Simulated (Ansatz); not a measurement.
Ansatz (an electronic-structure program) input (B3LYP-D3(BJ)/def2-TZVP):

Ansatz 0.2 input:
```yaml
crystal:
  periodic: [false, false, false]
  atoms:
    - {symbol: Y, position_ang: [1.10167550, 0.00634998, 0.01233441]}
    - {symbol: I, position_ang: [-0.55245665, 1.72142082, -1.37026221]}
    - {symbol: I, position_ang: [-0.59008997, -1.66526531, 1.40232540]}
basis:
  gaussian:
    orbitals: def2-TZVP
hamiltonian:
  xc: b3lyp
  dispersion: d3bj
magnetization: {spin_polarized: true, initial_magnetization: 1}
relax: {f_tol: 0.002, max_steps: 150}
```

Output:

```
Functional definition: B3LYP
integrals: 0.07 GiB planned
1189 factors; their error is unknown
mean field: 0.85 GiB planned
mean field evaluation 1: about -17252.3307 eV, gradient 1.2e1 eV
mean field evaluation 2: about -17251.5163 eV, gradient 1.8e1 eV
mean field evaluation 4: about -17253.2718 eV, gradient 1.7e0 eV
mean field evaluation 8: about -17253.7407 eV, gradient 1.3e-1 eV
mean field evaluation 16: about -17253.7408 eV, gradient 2.2e-4 eV
mean field -17253.74081429 eV, -634.0632799197 hartree, gradient 2.4e-5 eV, S^2 0.750739; 3 other end points of the search recorded, 0 dependent functions left out
the calculation of the forces begins
reference -17253.74102989 eV, -634.0632878427 hartree; 31, 30 occupied and 109, 110 virtual orbitals, 1189 factors
relax step   1: F+E_penalty+E_count = -17254.04114930 eV  Δ(F+E_penalty+E_count) = +0.000e0 eV  max|allowed force component| = 3.789e-1 eV/Å  Δτ_max = 0.0000 Å  (57 SCF iters, accepted)
these checks for a lower state are left out or cut short: starts, cluster_reference, orbital_swaps, neighbouring_geometries, increment
integrals: 0.07 GiB planned
1189 factors; their error is unknown
mean field: 0.84 GiB planned
mean field evaluation 32: about -17253.2826 eV, gradient 6.0e0 eV
mean field -17253.83497429 eV, -634.0667402359 hartree, gradient 2.2e-5 eV, S^2 0.750768; 0 other end points of the search recorded, 0 dependent functions left out
the calculation of the forces begins
reference -17253.83519354 eV, -634.0667482930 hartree; 31, 30 occupied and 109, 110 virtual orbitals, 1189 factors
relax step   2: F+E_penalty+E_count = -17254.11732697 eV  Δ(F+E_penalty+E_count) = -7.618e-2 eV  max|allowed force component| = 3.750e-1 eV/Å  Δτ_max = 0.1947 Å  (48 SCF iters, accepted)
these checks for a lower state are left out or cut short: starts, cluster_reference, orbital_swaps, neighbouring_geometries, increment
integrals: 0.07 GiB planned
1189 factors; their error is unknown
mean field: 0.84 GiB planned
mean field -17253.88263301 eV, -634.0684916614 hartree, gradient 1.6e-5 eV, S^2 0.750812; 0 other end points of the search recorded, 0 dependent functions left out
the calculation of the forces begins
reference -17253.88285356 eV, -634.0684997665 hartree; 31, 30 occupied and 109, 110 virtual orbitals, 1189 factors
relax step   3: F+E_penalty+E_count = -17254.15435179 eV  Δ(F+E_penalty+E_count) = -3.702e-2 eV  max|allowed force component| = 1.581e-1 eV/Å  Δτ_max = 0.1773 Å  (48 SCF iters, accepted)
these checks for a lower state are left out or cut short: starts, cluster_reference, orbital_swaps, neighbouring_geometries, increment
integrals: 0.07 GiB planned
1189 factors; their error is unknown
mean field: 0.84 GiB planned
mean field -17253.88787928 eV, -634.0686844584 hartree, gradient 1.3e-5 eV, S^2 0.750823; 0 other end points of the search recorded, 0 dependent functions left out
the calculation of the forces begins
reference -17253.88809971 eV, -634.0686925588 hartree; 31, 30 occupied and 109, 110 virtual orbitals, 1189 factors
relax step   4: F+E_penalty+E_count = -17254.15872819 eV  Δ(F+E_penalty+E_count) = -4.376e-3 eV  max|allowed force component| = 1.805e-2 eV/Å  Δτ_max = 0.0456 Å  (46 SCF iters, accepted)
these checks for a lower state are left out or cut short: starts, cluster_reference, orbital_swaps, neighbouring_geometries, increment
integrals: 0.07 GiB planned
1189 factors; their error is unknown
mean field: 0.84 GiB planned
mean field evaluation 64: about -17253.8907 eV, gradient 9.4e-6 eV
mean field -17253.89073564 eV, -634.0687894277 hartree, gradient 9.4e-6 eV, S^2 0.750833; 0 other end points of the search recorded, 0 dependent functions left out
the calculation of the forces begins
reference -17253.89095636 eV, -634.0687975388 hartree; 31, 30 occupied and 109, 110 virtual orbitals, 1189 factors
relax step   5: F+E_penalty+E_count = -17254.15990820 eV  Δ(F+E_penalty+E_count) = -1.180e-3 eV  max|allowed force component| = 6.938e-3 eV/Å  Δτ_max = 0.0359 Å  (47 SCF iters, accepted)
these checks for a lower state are left out or cut short: starts, cluster_reference, orbital_swaps, neighbouring_geometries, increment
integrals: 0.07 GiB planned
1189 factors; their error is unknown
mean field: 0.84 GiB planned
mean field -17253.89186879 eV, -634.0688310701 hartree, gradient 2.5e-5 eV, S^2 0.750840; 0 other end points of the search recorded, 0 dependent functions left out
the calculation of the forces begins
reference -17253.89208967 eV, -634.0688391874 hartree; 31, 30 occupied and 109, 110 virtual orbitals, 1189 factors
relax step   6: F+E_penalty+E_count = -17254.16010931 eV  Δ(F+E_penalty+E_count) = -2.011e-4 eV  max|allowed force component| = 2.238e-3 eV/Å  Δτ_max = 0.0212 Å  (44 SCF iters, accepted)
these checks for a lower state are left out or cut short: starts, cluster_reference, orbital_swaps, neighbouring_geometries, increment
integrals: 0.07 GiB planned
1189 factors; their error is unknown
mean field: 0.84 GiB planned
mean field -17253.89192924 eV, -634.0688332916 hartree, gradient 2.3e-5 eV, S^2 0.750840; 0 other end points of the search recorded, 0 dependent functions left out
the calculation of the forces begins
reference -17253.89215013 eV, -634.0688414091 hartree; 31, 30 occupied and 109, 110 virtual orbitals, 1189 factors
relax step   7: F+E_penalty+E_count = -17254.16011096 eV  Δ(F+E_penalty+E_count) = -1.657e-6 eV  max|allowed force component| = 1.144e-4 eV/Å  Δτ_max = 0.0019 Å  (45 SCF iters, accepted)
integrals: 0.07 GiB planned
1189 factors; their error is unknown
mean field: 0.84 GiB planned
mean field evaluation 96: about -17253.4402 eV, gradient 4.2e-2 eV
mean field -17253.89192924 eV, -634.0688332916 hartree, gradient 1.8e-5 eV, S^2 0.750840; 7 other end points of the search recorded, 0 dependent functions left out
the calculation of the forces begins
reference -17253.89215013 eV, -634.0688414091 hartree; 31, 30 occupied and 109, 110 virtual orbitals, 1189 factors
Total energy: -17254.16033185 eV, -634.0786969057 hartree
Atom 0 at     0.728388     0.011223     0.013139 Å, force    -0.000114     0.000001     0.000000 eV/Å
Atom 1 at    -0.362369     2.027015    -1.622841 Å, force     0.000057    -0.000060     0.000048 eV/Å
Atom 2 at    -0.406890    -1.975732     1.654099 Å, force     0.000058     0.000058    -0.000048 eV/Å
Dipole moment:     0.566612    -0.007340    -0.001268 e Å
```

The spin state was set by rule; other spins were not relaxed.
